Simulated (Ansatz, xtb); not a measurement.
**Isomers of FGaH4OSi in order of energy**

6 gas-phase structures of FGaH4OSi, found in a search over its isomers (lower ones may exist). Each was relaxed with GFN2-xTB; where two conformers were screened, the lower at r2SCAN-D4/def2-SVP is listed:

A. `[F][GaH][O][SiH3]`, a singlet
B. `[OH][Ga]([F])[SiH3]`, a singlet
C. a singlet given by its coordinates
D. `[OH][GaH][SiH2]F`, a singlet
E. `F[SiH2][O][GaH2]`, a singlet
F. `O[SiH2][GaH][F]`, a singlet

C (Å):

```xyz
8

F     0.4405   -0.0561    1.9917
Ga    0.5560    1.7217    0.6899
O     0.5533    0.2386   -0.4786
Si    0.4675   -1.0025    0.4990
H     1.6894   -1.7603    0.6789
H    -0.8174   -1.6684    0.5762
H    -0.8129    2.3953    0.8666
H     1.9483    2.2968    0.9886
```

Close contacts (Å): F1–Ga2 2.21, F1–Si4 1.77, Ga2–O3 1.89, Ga2–Si4 2.73, O3–Si4 1.58, Ga2–H7 1.54, Ga2–H8 1.54, Si4–H5 1.45, Si4–H6 1.45.

**Question.** Make a reasoned guess at their ranking by r2SCAN-D4/def2-SVP single-point energy.

**Answer.** Calculated order at r2SCAN-D4/def2-SVP: E (0.0), C (2.6), A (11.5), B (26.3), F (27.6), D (32.7) kcal/mol.

Energies above the lowest of each column, in kcal/mol; the last columns are at PBE0-D3(BJ)/def2-SVP geometries and were run for some of them only (a dash: not run or not comparable):

```csv
structure,GFN2-xTB,HF/STO-3G,r2SCAN-D4/def2-SVP,PBE0-D3(BJ)/def2-SVP,CCSD(T)/def2-SVP + ΔMP2/def2-TZVPP
E,4.4,1.9,0.0,0.0,0.0
C,4.3,0.0,2.6,relaxes to E,–
A,0.0,4.7,11.5,11.1,14.5
B,14.3,27.2,26.3,–,–
F,21.0,43.9,27.6,–,–
D,29.0,31.9,32.7,–,–
```

CCSD(T)/def2-SVP + ΔMP2/def2-TZVPP puts E lowest of those it was run on; GFN2-xTB picks A, HF/STO-3G picks C. Some further structures that were screened fall inside this span and aren't listed. Flexible structures stand in one conformer each, not always the lowest. Frequencies (PBE0-D3(BJ)/def2-SVP) were run for A, E alone. The ΔMP2 step shifts differences by up to 4.6 kcal/mol, which makes them less sure. ΔMP2 is the change of the MP2 energy from the smaller to the larger basis.

Over these structures GFN2-xTB departs from r2SCAN-D4/def2-SVP by 5.4 kcal/mol on average once a common shift is removed. A GFN2-xTB relaxation took about 0.18 s and the r2SCAN-D4/def2-SVP energy about 5.6 s on a shared host (Ansatz 0.2.0, xtb 6.7.1).
